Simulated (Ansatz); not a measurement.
Energy needed to pull apart AlSnH5 (SMILES [AlH2][SnH3]), singlet, into free ground-state atoms, from the structure below (at a frame of a short PBE0-D4/def2-SVP trajectory); no zero-point or spin–orbit terms; open-shell atoms are treated unrestricted, in their ground-state multiplicity.

Al1  (-0.435, -1.513, 0.119)
Sn2  (0.340, 0.955, 0.049)
H3  (-0.193, -2.603, 1.271)
H4  (-1.336, -1.998, -1.104)
H5  (-0.154, 1.561, -1.430)
H6  (-0.419, 2.127, 1.252)
H7  (2.043, 1.182, 0.050)
(Å)

Computed with Ansatz 0.2.0 (basis: def2-TZVPP); correlated methods freeze the cores. Filled d shells of the heavier atoms are correlated. Core potentials replace the inner electrons of the atoms past krypton. The def2 sets are not built for correlating such inner shells, so the correlated values are less sure here.

```csv
method,atomization energy (kJ/mol)
PBE-D4,1493
r2SCAN-D4,1532
PBE0-D4,1498
wB97M-V,?
HF,1133
MP2,?
CCSD,1506
CCSD(T),1518
```

**Question.** What does MP2 give? (To be estimated.)

**Answer.** By the calculation: 1458 kJ/mol, which is about 60 kJ/mol less than CCSD(T)/def2-TZVPP.

**Question.** What does wB97M-V give? (To be estimated.)

**Answer.** By the calculation: 1533 kJ/mol, which is about 16 kJ/mol more than CCSD(T)/def2-TZVPP.

In triple zeta the MP2 and coupled-cluster atomization energies are still short of their basis limit by a few kcal/mol a bond, whereas those of the functionals are nearly converged, so these differences are not deviations from converged CCSD(T).

The T1 diagnostic stays at or below 0.015.

For scale, one of the runs: CCSD(T)/def2-TZVPP forces, 162 basis functions, launched by `ansatz run in.yaml --threads 2 --pin off --events-out ev --progress --plain --max-ram 3481MiB`. Hardware: 2 CPU threads of an Arm Neoverse V1, shared host. Wall time 2.8 min; peak host memory 2.2 GiB.
